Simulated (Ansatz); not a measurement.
## One arrangement of a pair

The pair of PH3 (SMILES P, atoms 1–4) and SbH3 (SMILES [SbH3], atoms 5–8), both closed shells, in one local arrangement (a lower one may exist), relaxed at PBE0-D4/def2-TZVP:

```xyz
8
angstrom
P 0.2398 0.1961 -1.7379
H 0.4845 0.9841 -2.8930
H -0.8533 -0.4908 -2.3256
H 1.1782 -0.8013 -2.1073
Sb -0.2882 -0.5601 1.8567
H 1.0756 0.4569 1.9750
H -0.4991 -0.5568 3.5571
H -1.3377 0.7718 1.6750
```

Ansatz 0.2.0; basis: def2-TZVPPD, with def2-QZVPPD for the basis limit; cores frozen in the correlated methods. Filled d shells of the heavier atoms are correlated. Core potentials replace the inner electrons of the atoms past krypton. The def2 sets are not built for correlating such inner shells, so the correlated values are less sure here. Extrapolation: Hartree–Fock as exp(−7.88 √X), correlation as X^−2.97. Interaction energies count from these two fragments, frozen as in the pair, with the counterpoise correction; negative means bound.

(1) What is the interaction energy by CCSD(T) at an estimated basis limit (MP2 extrapolated from triple and quadruple zeta, plus CCSD(T) − MP2 in triple zeta)? (An estimate is asked for; the value comes from the calculation.)

(2) Which atoms make the shortest contact between the fragments?

No T1 diagnostic of these runs exceeds 0.015.

## Answers

(1) The calculation gives: -1.44 kcal/mol. Hartree–Fock alone gives 0.98 kcal/mol at the basis limit, so without correlation the pair would not bind at this distance. Plain CCSD(T) in triple zeta gives -0.94 kcal/mol; the step to the limit is large here, so the limit is uncertain. It counts from the two fragments frozen as in the pair.

(2) P1 and Sb5, 3.71 Å apart.

Basis-set superposition shift (counterpoise-corrected less uncorrected): CCSD(T) 0.51; MP2 0.51; HF 0.04; PBE0-D4 0.05; wB97M-V 0.07 kcal/mol.

For scale, one of the runs: CCSD(T)/def2-TZVPPD, 206 basis functions, launched by `ansatz run in.yaml --threads 4 --pin off --events-out ev --progress --plain --max-ram 9574MiB`. Hardware: 4 CPU threads of an Arm Neoverse V1, shared host. Wall time 50 s; peak host memory 2.8 GiB.
